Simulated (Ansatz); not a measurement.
Program: Ansatz. Geometries: PBE0-D4/def2-TZVP. ΔE: electronic, gas phase. CBS: MP2 limit from def2 TZ/QZ plus the TZ coupled-cluster correction, frozen cores. This one scheme is used for every species. DFT in def2-TZVPP. HSE06 is defined as in plane-wave codes. Elements past krypton have def2 core potentials. For Hf outer-core shells are correlated without core-valence functions, which leaves a few kJ/mol of doubt a bond. Each species was taken in one conformer, which may not be the lowest.

Reaction (ligand exchange at the Hf–O bond): `[OH][Hf]([F])([F])[F]` + H₂S → `[F][Hf]([F])([F])[SH]` + H₂O

Task: Is it downhill or uphill in electronic energy at CCSD(T)/CBS, and by how much? (Best estimate.)

Result: Computed: Uphill: ΔE = +10.4 kcal/mol.

Task: What do these levels give: B97M-V, PBE-QIDH, HSE06, CAM-B3LYP, RPA@PBE/def2-TZVPP, CCSD/def2-SVP, CCSD(T)/def2-SVP, HF/def2-QZVPP, SCS-MP2/def2-QZVPP, HF/CBS(def2), MP2/CBS(def2), CCSD/CBS(def2)? (An estimate is asked.)

Result: Computed: B97M-V 10.3, PBE-QIDH 10.0, HSE06 9.6, CAM-B3LYP 13.9, RPA@PBE/def2-TZVPP 10.9, CCSD/def2-SVP 17.3, CCSD(T)/def2-SVP 16.6, HF/def2-QZVPP 13.3, SCS-MP2/def2-QZVPP 11.5, HF/CBS(def2) 13.3, MP2/CBS(def2) 10.1, CCSD/CBS(def2) 11.2 kcal/mol.

Task: What do rigid-rotor, harmonic-oscillator terms from PBE0-D4/def2-TZVP frequencies (298.15 K, 1 bar) make of the CCSD(T)/CBS value? (Best estimate.)

Result: Ansatz gave: ΔZPE = +1.6 kcal/mol, ΔH = +12.2 kcal/mol, ΔS = 12 J/(mol·K), ΔG = +11.4 kcal/mol. Modes under 50 cm⁻¹ make the entropy rough.

Largest T1 diagnostic among the species: 0.016.

In def2-TZVPP, CCSD(T) changes the Hartree–Fock value by −2.5 kcal/mol (the triples alone add −0.8 kcal/mol) and MP2 by −2.8 kcal/mol. Leaving LDA and LC-ωPBE aside and taking each functional with its dispersion term where it has one, the values, not all of them listed here, spread over 4.3 kcal/mol, from PBE-D4 to CAM-B3LYP-D4. LDA lies +0.8 kcal/mol from PBE without D4.
